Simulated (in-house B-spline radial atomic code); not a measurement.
Successive ionisation energies of nickel; each step leads to the configuration of the next row (after the last: [Ne] 3s2 3p4). Dirac energy differences include first-order Breit, QED and recoil terms. NIST's values go from ground level to ground level; the uncertainty of those that are theory runs from under 0.1 % in few-electron ions to several per cent in heavy many-electron ones. Computed with an all-electron radial atomic-structure program (B-spline basis): Dirac-Hartree-Fock, average of the configuration, finite nuclei.

Some pairs differ by more than the removed electron.

```tsv
ion	configuration	ionisation energy (eV)	tabulated value (eV)	computed minus tabulated (eV)	highest orbital	largest mean radius (bohr)
Ni	[Ar] 3d8 4s2	6.6	7.639878	-1.0	4s1/2	3.0121
Ni+	[Ar] 3d9	16.6	18.16884	-1.6	3d5/2	1.042
Ni2+	[Ar] 3d8	34.5	35.187	-0.7	3d5/2	0.95236
Ni3+	[Ar] 3d7	55.1	54.92	0.2	3d5/2	0.88673
Ni4+	[Ar] 3d6	78.1	76.06	2.0	3d5/2	0.8349
Ni5+	[Ar] 3d5	103.2	108	-4.8	3d5/2	0.79203
Ni6+	[Ar] 3d4	?	?	?	?	?
Ni7+	[Ar] 3d3	?	?	?	?	?
Ni8+	[Ar] 3d2	190.2	193.2	-3.0	3d5/2	0.70554
Ni9+	[Ar] 3d1	222.9	224.7	-1.8	3d5/2	0.69174
Ni10+	[Ne] 3s2 3p6	?	?	?	?	?
Ni11+	[Ne] 3s2 3p5	352.5	351.6	0.9	3p3/2	0.66543
```

Problem. Fill in the row of Ni6+.

Solution. ionisation energy (eV): 130.3; tabulated value (eV): 132; computed minus tabulated (eV): -1.7; highest orbital: 3d5/2; largest mean radius (bohr): 0.75547.

Problem. Fill in the row of Ni7+.

Solution. ionisation energy (eV): 159.4; tabulated value (eV): 162; computed minus tabulated (eV): -2.6; highest orbital: 3d5/2; largest mean radius (bohr): 0.72357.

Problem. Fill in the row of Ni10+.

Solution. ionisation energy (eV): 319.2; tabulated value (eV): 319.5; computed minus tabulated (eV): -0.3; highest orbital: 3p3/2; largest mean radius (bohr): 0.6782.

Problem. Where is the largest jump?

Solution. From Ni to Ni+, by a factor of 2.51 (6.6182 to 16.612 eV); the highest orbital goes from 4s1/2 to 3d5/2.

Where a p, d or f electron is removed, the computed value is a mean over both j, so it misses the tabulated one by a part of the spin-orbit splitting; averaging over terms and missing correlation add to the gap, relatively most at low charge.
